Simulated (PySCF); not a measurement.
C7H12BF.
SMILES with atom numbers: `[CH2:1]=[CH:2][CH2:3][C@@H:4]1[CH2:5][BH:6][CH2:7][C@@H:8]1[F:9]` (hydrogens: H10, H11 on C1; H12 on C2; H13, H14 on C3; H15 on C4; H16, H17 on C5; H18 on B6; H19, H20 on C7; H21 on C8)

Cartesian coordinates in Å at the PBE0-D3(BJ)/def2-SVP level; atoms count from 1:
```
atom  x, y, z in Å
C1     2.8867    0.7471   -1.1294
C2     2.2330    0.4173   -0.0146
C3     1.1799   -0.6406    0.0836
C4    -0.2133   -0.0823    0.3713
C5    -1.3081   -1.1348    0.6146
B6    -2.6459   -0.4252    0.2108
C7    -2.2579    0.9360   -0.4721
C8    -0.7699    0.7875   -0.7584
F9    -0.6342    0.0921   -1.9554
H10    3.6388    1.5405   -1.1380
H11    2.6883    0.2335   -2.0761
H12    2.4531    0.9665    0.9113
H13    1.4425   -1.3479    0.8900
H14    1.1365   -1.2196   -0.8529
H15   -0.1563    0.5718    1.2623
H16   -1.2702   -1.6281    1.5978
H17   -1.2071   -1.9536   -0.1310
H18   -3.7651   -0.8361    0.4126
H19   -2.8409    1.2847   -1.3373
H20   -2.4035    1.6950    0.3248
H21   -0.2197    1.7350   -0.8810
```

Computed at PBE0/pcSseg-1 (PySCF, non-relativistic), with Q(11B) = 0.04059 b: B6, 11B (I = 3/2): χzz = 5.821 MHz, η = 0.020.

Problem. Find the zero-field quadrupole resonance frequencies of 11B at B6.

Solution. From ν = (|χ|/2)√(1 + η²/3): ν = 2.911 MHz (three-coordinate boron).

In a crystal, neighbours and librations shift these lines. One conformer (not necessarily the lowest) at the PBE0-D3(BJ)/def2-SVP geometry, without solvent, vibrations or thermal averaging. A larger basis could move these couplings by a tenth or more.
